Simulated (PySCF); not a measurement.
Two species compared at the same levels of theory.

First species: C5H7OPS.
SMILES: `C[P@@H](=O)c1ccsc1`

Second species: C₅H₆ClN.
Atom-mapped SMILES: `[N:1]#[C:2][C@H:3]1[CH2:4][C@@H:5]([Cl:6])[CH2:7]1` (hydrogens: H8 on C3; H9, H10 on C4; H11 on C5; H12, H13 on C7)

Levels: PBE0/def2-SVPD for dipole moment, HOMO energy, LUMO energy, HOMO–LUMO gap, static isotropic polarisability and electronic spatial extent ⟨r²⟩ about the centre of nuclear charge; TDDFT PBE0/def2-SVPD for lowest singlet excitation; TDA PBE0/def2-SVPD for lowest triplet excitation (Tamm–Dancoff); GFN2-xTB for rotational constant A and rotational constant C. Geometries: GFN2-xTB. Each structure is a single optimised conformer of the isolated species, non-relativistic unless stated; the electronic structure was computed with PySCF and density fitting.

Dipoles, sizes and rotational constants follow the conformer. The torsions of the flexible species, by atom-mapped SMILES:
- `[CH3:1][P@@H:2](=[O:3])[c:4]1[cH:5][cH:6][s:7][cH:8]1`: C1–P2–C4–C5 58°

Values for the first species:

```
Dipole moment                                                     : 4.29 D
HOMO energy                                                       : -7.44 eV
LUMO energy                                                       : -0.96 eV
HOMO–LUMO gap                                                     : 6.48 eV
Lowest singlet excitation                                         : 5.78 eV
Lowest triplet excitation (Tamm–Dancoff)                          : 3.85 eV
Static isotropic polarisability                                   : 99.8 au
Electronic spatial extent ⟨r²⟩ about the centre of nuclear charge : 1483 bohr²
Rotational constant A                                             : 3.449 GHz
Rotational constant C                                             : 0.754 GHz
```

Task: Estimate the same properties for the second species, and the change in each.

Result: 
```csv
property,first,second,second less first
dipole moment,4.29 D,4.11 D,-0.18 D
HOMO energy,-7.44 eV,-8.70 eV,-1.26 eV
LUMO energy,-0.96 eV,0.04 eV,+1.00 eV
HOMO–LUMO gap,6.48 eV,8.74 eV,+2.26 eV
lowest singlet excitation,5.78 eV,7.25 eV,+1.47 eV
lowest triplet excitation (Tamm–Dancoff),3.85 eV,6.33 eV,+2.48 eV
static isotropic polarisability,99.8 au,73.0 au,-26.8 au
electronic spatial extent ⟨r²⟩ about the centre of nuclear charge,1483 bohr²,1045 bohr²,-438 bohr²
rotational constant A,3.449 GHz,5.373 GHz,+1.924 GHz
rotational constant C,0.754 GHz,1.103 GHz,+0.349 GHz
```

On the first: In wavenumbers S1 is 46600 cm⁻¹ (1 eV = 8065.54 cm⁻¹). The polarisability is 14.80 Å³ as a volume (1 au = 0.148185 Å³), or 1.31 au for each of the 76 electrons.

On the second: S1 lies 1.49 eV below the HOMO–LUMO gap; its leading configuration is HOMO→LUMO+1, weight 0.67. The polarisability is 10.82 Å³ as a volume (1 au = 0.148185 Å³), or 1.22 au for each of the 60 electrons.
